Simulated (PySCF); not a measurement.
# Adding and removing an electron: SiSb

r²SCAN0; Si def2-TZVPPD, Sb def2-TZVPPD with ECP28; scalar-relativistic core potentials (PySCF 2.14). Neutral (UKS): doublet (π ↑), Re = 2.364 Å, ωe = 424 cm⁻¹, De = 2.63 eV, HOMO -6.33 eV, LUMO -4.19 eV.

SiSb⁻ (UKS): singlet (closed shell), Re = 2.288 Å, ωe = 482 cm⁻¹, De = 3.96 eV to Si⁻ + Sb. The energies at the minima are -529.72006 hartree for SiSb and -529.81743 for SiSb⁻.

**Question.** Work out the adiabatic electron affinity, without and with harmonic zero-point energies (1 hartree = 27.2114 eV, 1 eV = 8065.5 cm⁻¹), and the change of the bond length.

**Answer.** At r²SCAN0: 0.09737 hartree = 2.650 eV between the minima; the zero-point term (424.0 − 482.0)/2 cm⁻¹ = -0.004 eV makes it 2.646 eV. Re changes by -7.6 pm against the neutral. The electron enters a π orbital; the charge polarises the partner, so the anion is bound more strongly.

These are scalar-relativistic numbers at best; spin–orbit coupling would shift them, the dissociation energy most. For an ion De counts to the pair picked by the measured ionisation energies or electron affinities, which need not be the lowest pair at this level. States were picked by a PBE0 search and need not be the measured ground states.
